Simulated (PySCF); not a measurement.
**BrH3Si: core ionisation energies**

Compound: SiBrH3.
Cartesian coordinates in Å at the PBE0-D3(BJ)/def2-SVP level; atoms count from 1:
```
atom  x, y, z in Å
Si1   -0.001    0.002   -0.159
Br2    0.016   -0.025    2.067
H3     1.405    0.013   -0.647
H4    -0.714    1.227   -0.616
H5    -0.706   -1.216   -0.645
```

The calculation used delta-SCF UKS SCAN, pcX-2 on the ionised atom, pcseg-1 elsewhere, spin-free X2C (PySCF 2.14.0). Vertical ΔSCF values, vacuum level as zero.

Q: What binding energy does each computed site have?

A: 
```
atom(s)                   environment     level  binding energy (eV)  2p1/2 (eV)  count
    Si1  silicon bonded to Br and 3 H  Si 2p3/2               107.99      108.62      1
    Si1  silicon bonded to Br and 3 H     Si 1s              1847.85           –      1
```

Q: Which photon wavelength matches the Si 1s of Si1 threshold?

A: λ = hc/E = 12398.42 eV Å / 1847.85 eV = 6.710 Å.

The 2p values add to the ΔSCF energy of one spin-free hole a correction within the shell (spin–orbit coupling, ligand field). 2p1/2 minus 2p3/2 (ligand field included): Si 0.63 eV. No level of bromine is listed. Isolated species at its PBE0-D3(BJ)/def2-SVP geometry, gas phase.

On one thread, x86-64 server, shared host, this took 3.6 s of wall time.
